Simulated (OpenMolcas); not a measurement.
N+: thermal populations, the spin-orbit constant, Slater's ratio, worked from levels

```json
{
  "Program": "OpenMolcas 26.06",
  "Basis": "ANO-RCC-VDZP [3s2p1d]",
  "Scalar Hamiltonian": "DKH2, point nucleus",
  "Active space": "4 electrons in 4 orbitals (2s 2p)",
  "State averaging": "2S+1 = 3 even, 6 roots; 2S+1 = 1 even, 6 roots; 2S+1 = 5 odd, 1 root; 2S+1 = 3 odd, 9 roots; 2S+1 = 1 odd, 8 roots",
  "Spin-orbit coupling": "state interaction with AMFI integrals over the reference wave functions, term energies averaged over their components"
}
```

Methods: CASSCF; MS-CASPT2, IPEA 0.25 Eh, imaginary shift 0.1 Eh (closed shells correlated: 1s). Measured levels: NIST Handbook of Basic Atomic Spectroscopic Data.

**Thermal populations.** Z = Σ (2J + 1) exp(-E/kT) with k = 0.695035 cm-1/K, over the levels below. No other level of either list lies under 90000 cm-1, which is above 7 kT at each temperature.

```json
{"Level": "2s² 2p² ³P₀", "2J + 1": "1", "MS-CASPT2": "0.0", "measured": "0.0"}
{"Level": "2s² 2p² ³P₁", "2J + 1": "3", "MS-CASPT2": "45.0", "measured": "48.7"}
{"Level": "2s² 2p² ³P₂", "2J + 1": "5", "MS-CASPT2": "134", "measured": "131"}
{"Level": "2s² 2p² ¹D₂", "2J + 1": "5", "MS-CASPT2": "16500", "measured": "15316"}
{"Level": "2s² 2p² ¹S₀", "2J + 1": "1", "MS-CASPT2": "33010", "measured": "32689"}
{"Level": "2s 2p³ ⁵S°₂", "2J + 1": "5", "MS-CASPT2": "42760", "measured": "46785"}
```

```csv
T (K),"Z, MS-CASPT2","Z, measured levels","Ground level (%), MS-CASPT2","Ground level (%), measured levels"
5000,8.816,8.834,11.3,11.3
8000,9.119,9.180,11.0,10.9
12000,9.644,9.740,10.4,10.3
```

At 12000 K, kT = 8340 cm-1, and the computed levels give Z = 1.000 + 2.984 + 4.920 + 0.692 + 0.019 + 0.030 = 9.644.

**The spin-orbit constant.** For the Hund term ³P of p2, E(J) = (A/2) J(J+1) + constant and ζ = 2S·A = 2A. From J = 0 to J = 2 the energy changes by 3 A.

| Source | E(2) - E(0) | A | ζ |
| --- | --- | --- | --- |
| CASSCF | 133.2 | 44.4 | 89 |
| MS-CASPT2 | 133.7 | 44.6 | 89 |
| measured | 130.8 | 43.6 | 87 |

All in cm-1. MS-CASPT2 is off by +2.2 % and CASSCF by +1.8 %. Both methods take the spin-orbit matrix elements from the reference wave functions, so the second can move ζ only through the term energies and any multistate remixing. Second-order mixing with other terms is absorbed into this ζ.

**Slater's ratio.** With one set of orbitals, p2 has ¹D - ³P = 6 F2 and ¹S - ¹D = 9 F2 (F2 = F²/25), a ratio of 3/2. Term energies are centres of gravity, weighted by 2J + 1.

```
   Source  ¹D - ³P  ¹S - ³P  F2 from the first  Ratio
   CASSCF    17351    30483               2892  0.757
MS-CASPT2    16408    32925               2735  1.007
 measured    15227    32600               2538  1.141
```

Energies in cm-1. A ratio away from 3/2 shows effects beyond one configuration with one set of orbitals, and in heavier atoms second-order spin-orbit shifts. In CASSCF the valence s occupation is 1.86 in ¹S against 1.96 in ¹D: mixing out of s² acts most on ¹S and pulls it down.

CASPT2 does not keep the components of a term degenerate, so their means are used; among the terms shown or strongly mixed into the levels shown the widest spread is 21 cm-1 (2s² 2p² ¹D, MS-CASPT2). Without dynamic correlation excited terms often stand tens of per cent too high (terms of higher spin than the ground term too low), and those without a measured partner can miss by more than the paired ones (holds for CASSCF). Computed and measured levels are paired by configuration, term and J; levels that our copy of the source lacks, or whose pairing is in doubt (as where it misses far off the trend of its configuration), stay unpaired and out of the deviations. Only configurations of the active space appear.

° marks odd parity.
